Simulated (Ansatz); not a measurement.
Species: GaH₃ (charge 0, singlet). SMILES: [GaH3]
Structure (B3LYP-D3(BJ)/def2-TZVP (Ansatz, a program for electronic structure) minimum search):
```xyz
4

Ga     0.0000     0.0000     0.0000
H      0.6658    -0.4314     1.3546
H     -0.3043     1.5149    -0.2776
H     -0.3615    -1.0834    -1.0770
```
Charge 0, spin multiplicity 1.

Parts of the frozen-core correlation energy in STO-3G (Ansatz, hartree). Frozen orbitals: 14; correlated occupied orbitals by spin: 3 and 3; virtual: 4 and 4. Spin-orbit coupling is left out. Non-relativistic. The restricted reference is unstable. The program attaches cautions to this run: above unrestricted.

| term | value |
|---|---|
| reference (HF) | -1902.57294 |
| MP2 opposite-spin | … |
| MP2 same-spin | … |
| CCSD correlation | … |
| (T) | -0.00035 |
| FCI minus CCSD(T) | 0.00040 |
| T1 diagnostic | 0.004 |
| largest doubles amplitude | 0.061 |

Problem. Fill in the missing entries.

Solution. 
- MP2 opposite-spin, value: -0.03091
- MP2 same-spin, value: -0.00027
- CCSD correlation, value: -0.04711
